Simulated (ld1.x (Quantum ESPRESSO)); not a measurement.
**u(r) = r·R(r): atom against pseudo-atom (C)**

Columns: radius, all-electron u(r) and pseudo u(r) of the 2p shell (level -31.77 eV) of carbon in the configuration [He] 2s2 2p0; PBE, non-relativistic, RRKJ scheme, ld1.x (Quantum ESPRESSO) 7.5.

```
r (bohr)  all-electron  pseudo
   0.110        0.0747  0.0255
   0.220        0.2231  0.0989
   0.330        0.3822  0.2109
   0.440        0.5251  0.3479
   0.550        0.6412  0.4939
   0.660        0.7284  0.6330
   0.770        0.7902  0.7513
   0.880        0.8277  0.8393
   0.990        0.8432  0.8921
   1.100        0.8401  0.9100
   1.210        0.8218  0.8970
   1.320        0.7920  0.8603
   1.430        0.7539  0.8079
   1.540        0.7102  0.7476
   1.650        0.6632  0.6856
   1.760        0.6148  0.6260
   1.870        0.5664  0.5707
   1.980        0.5190  0.5201
   2.090        0.4734  0.4735
   2.200        0.4300  0.4300
   2.310        0.3892  0.3892
   2.420        0.3511  0.3511
   2.530        0.3158  0.3158
   2.640        0.2832  0.2832
   2.750        0.2533  0.2533
   2.860        0.2260  0.2260
```

**Question.** How many radial nodes do the two functions have?

**Answer.** The all-electron 2p function has n − l − 1 = 0; the pseudo-wave has 0.

**Question.** At about which radius was the pseudo-wave matched?

**Answer.** 2.20 bohr. The columns agree to 0.0005 from 2.09 bohr on; several derivatives are matched, so the curves merge somewhat inside the radius.

**Question.** Where does each function peak?

**Answer.** Outermost all-electron maximum near 0.99 bohr, pseudo maximum near 1.10 bohr (to the table’s step).

**Question.** Is the pseudo-wave norm-conserving?

**Answer.** Yes: the RRKJ scheme keeps the norm inside the radius equal to the all-electron one, which fixes the energy derivative of the logarithmic derivative at the level.
